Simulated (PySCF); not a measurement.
Compound: CH8GeO2Si.
Bonds: C1–O2, O2–Si3, Si3–O4, O4–Ge5. Hydrogens: H6, H7, H8 on C1; H9, H10 on Si3; H11, H12, H13 on Ge5.

The calculation used PySCF 2.14.0, PBE0-D3(BJ)/def2-SVP geometry optimisation, gas phase.

Task: List the bond lengths, angles and torsions at this level.

Result: 
```
                     bond  length (bohr)   order
                    C1–O2          2.641  single
                   O2–Si3          3.145  single
                   Si3–O4          3.103  single
                   O4–Ge5          3.380  single
      C1–H6, C1–H7, C1–H8          2.086  single
          Si3–H9, Si3–H10          2.823  single
Ge5–H11, Ge5–H12, Ge5–H13          2.905  single
```

Bonds in one row agree within 0.02 bohr and their mean is given. Orders are formal, as drawn. A selection of angles:
```
      angle  degrees
   O2–C1–H6    112.0
   O2–C1–H7    108.9
   H6–C1–H7    107.8
  C1–O2–Si3    126.6
  O2–Si3–O4    105.2
  O2–Si3–H9    110.3
  O4–Si3–H9    110.7
 H9–Si3–H10    109.6
 Si3–O4–Ge5    129.8
 O4–Ge5–H11    109.1
 O4–Ge5–H13    104.7
H11–Ge5–H12    111.3
```

Torsions: C1–O2–Si3–O4 -178° (antiperiplanar); O2–Si3–O4–Ge5 -2° (synperiplanar). The mirror-image conformer, all signs reversed, is as good.

Si3 (oxygen-bound silicon) is distorted tetrahedral (angles from 105.2° to 110.8°). The 5 heavy atoms lie in one plane (0.010 Å rms). Ge5 (germanium bonded to O and 3 H) is distorted tetrahedral (angles from 104.7° to 111.3°). O2 (silyl ether oxygen) is bent (angle 126.6°). O4 (oxygen bonded to Ge and Si) is bent (angle 129.8°). The O–Si distances run from 1.642 Å (Si3–O4, drawn single) to 1.664 Å (O2–Si3, drawn single), a spread of 0.022 Å.

Point group: near Cs, missed by 0.12 Å at most; the miss may be what the optimiser left on a soft mode. No PBE0-D3(BJ)/def2-SVP frequencies stand behind this structure, so it isn't proved a minimum. The numbers are those of one conformer.
